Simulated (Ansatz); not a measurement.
Cost and result for the atomization energy of `ClB[SeH]` (5 atoms, 4 bonds).

```xyz
5

Cl    0.202   -2.130    0.404
B    -0.159   -0.430    0.271
Se    0.839    0.635   -0.970
H    -1.014    0.042    0.947
H     0.133    1.882   -0.651
```

The species carries charge 0 and has multiplicity 1. Correlated methods include outer-core shells of Se, which these sets cover unevenly. Scalar relativity is left out up to krypton. All single points use the PBE0-D4/def2-TZVP geometry. It is one conformer, not always the lowest. Program: Ansatz. All runs use 2 threads of a server CPU on a shared host. Times are those of one run each, without the atoms' runs, and a repeat can differ threefold. Electronic energies, without spin–orbit coupling; frozen cores. CCSD(T)/CBS adds CCSD(T) − MP2 in def2-TZVPP to the MP2 limit, and its time is that of the two runs behind it. T1 = 0.012. With those shells the extrapolation isn't a true limit. B3LYP takes the VWN-RPA correlation (the form of Gaussian; ORCA's B3LYP/G). HSE06 is the plane-wave form, built on full-range PBE exchange.

CCSD(T)/CBS is a level of theory with its own doubt, some kJ/mol a heavy atom from the limit and from the frozen cores, so smaller differences don't rank the functionals.

```tsv
level	functions	atomization (kcal/mol)	difference from CCSD(T)/CBS	per bond
HSE06-D4/def2-TZVPP	149	371.9	3.2	0.8
B3LYP-D4/def2-TZVPP (with forces)	149	367.5	-1.2	-0.3
B2PLYP/def2-TZVPP	149	364.2	-4.5	-1.1
ωB97X-V/def2-TZVPP	149	369.7	1.0	0.3
MP2/def2-QZVPP	276	373.2	4.5	1.1
r2SCANh-D4/def2-TZVPP	149	372.1	3.4	0.8
CCSD(T)/def2-SVP	74	348.1	-20.6	-5.2
revPBE-D4/def2-TZVPP	149	368.1	-0.6	-0.2
CCSD(T)/def2-TZVPP	149	358.8	-9.9	-2.5
PBE0-D4/def2-TZVPP	149	371.7	3.0	0.7
CCSD(T)/CBS(def2)	–	368.7	0.0	0.0
ωB97M-V/def2-TZVPP (with forces)	149	369.1	0.4	0.1
CAM-B3LYP-D4/def2-TZVPP	149	366.9	-1.8	-0.5
```

**Question.** Order the runs by time, with rough figures. (Estimate.)

**Answer.** Computed: revPBE-D4/def2-TZVPP 2.4 s; CCSD(T)/def2-SVP 3 s; PBE0-D4/def2-TZVPP 3.5 s; CAM-B3LYP-D4/def2-TZVPP 4 s; HSE06-D4/def2-TZVPP 4.1 s; B3LYP-D4/def2-TZVPP (with forces) 4.5 s; B2PLYP/def2-TZVPP 6 s; r2SCANh-D4/def2-TZVPP 7 s; ωB97X-V/def2-TZVPP 11 s; ωB97M-V/def2-TZVPP (with forces) 15 s; MP2/def2-QZVPP 17 s; CCSD(T)/def2-TZVPP 41 s; CCSD(T)/CBS(def2) 58 s.

At CCSD(T), def2-SVP lies −20.6 kcal/mol from the extrapolated value and def2-TZVPP −10.0 kcal/mol: correlation converges slowly with the basis, and small sets miss more of it in the bonded molecule than in its fragments. The D4 term adds +4.1 kcal/mol with B3LYP and +2.1 kcal/mol with PBE0; it sums over pairs of atoms, weighted by their polarisabilities, and B3LYP, whose exchange is more repulsive, gets the larger term. In def2-TZVPP, CCSD(T) changes the Hartree–Fock value by +85.5 kcal/mol (the triples alone add +7.1 kcal/mol) and MP2 by +94.3 kcal/mol; breaking electron pairs costs correlation energy, which Hartree–Fock lacks.
